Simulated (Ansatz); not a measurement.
benzoate, `O=C([O-])c1ccccc1`. Total charge -1; singlet. Geometry PBE-D4/def2-SVPD.

```xyz
14

O    -1.9509    1.1043   -2.2666
C    -2.0794    0.5730   -1.1265
O    -3.1361    0.2971   -0.4896
C    -0.7524    0.2078   -0.4074
C     0.4916    0.4657   -1.0153
C     1.6934    0.1362   -0.3689
C     1.6696   -0.4604    0.9044
C     0.4330   -0.7224    1.5208
C    -0.7643   -0.3899    0.8678
H     0.4691    0.9331   -2.0111
H     2.6592    0.3444   -0.8578
H     2.6108   -0.7200    1.4142
H     0.4071   -1.1898    2.5188
H    -1.7507   -0.5790    1.3172
```

The restricted singlet is unstable towards broken spin symmetry in Hartree–Fock (as tested in another run); at HF/6-31G this wasn't settled.

(1) Estimate the orbital energies around the gap (eV) in Ansatz with HF/6-31G, PBE-D4/def2-SVPD, r2SCAN-D4/def2-TZVPD, r2SCANh-D4/def2-TZVPD, PBE0-D4/def2-SVPD.

Answers

(1) 
| orbital | HF/6-31G | PBE-D4/def2-SVPD | r2SCAN-D4/def2-TZVPD | r2SCANh-D4/def2-TZVPD | PBE0-D4/def2-SVPD |
| --- | --- | --- | --- | --- | --- |
| HOMO−5 | -9.28 | -4.13 | -4.44 | -5.02 | -5.73 |
| HOMO−4 | -5.65 | -2.70 | -2.86 | -3.25 | -3.73 |
| HOMO−3 | -5.56 | -2.38 | -2.52 | -2.91 | -3.41 |
| HOMO−2 | -5.50 | -1.02 | -1.19 | -1.69 | -2.32 |
| HOMO−1 | -5.24 | -0.63 | -0.84 | -1.43 | -2.18 |
| HOMO | -4.91 | -0.30 | -0.55 | -1.18 | -1.94 |
| LUMO | 7.04 | 2.19 | 2.35 | 2.66 | 3.03 |
| LUMO+1 | 7.46 | 2.42 | 2.60 | 2.91 | 3.30 |
| LUMO+2 | 9.57 | 3.16 | 3.29 | 3.40 | 3.78 |
| LUMO+3 | 11.01 | 3.83 | 3.95 | 4.03 | 4.43 |
| LUMO+4 | 11.53 | 4.16 | 4.18 | 4.27 | 4.74 |
| LUMO+5 | 11.54 | 4.86 | 4.79 | 4.88 | 5.46 |
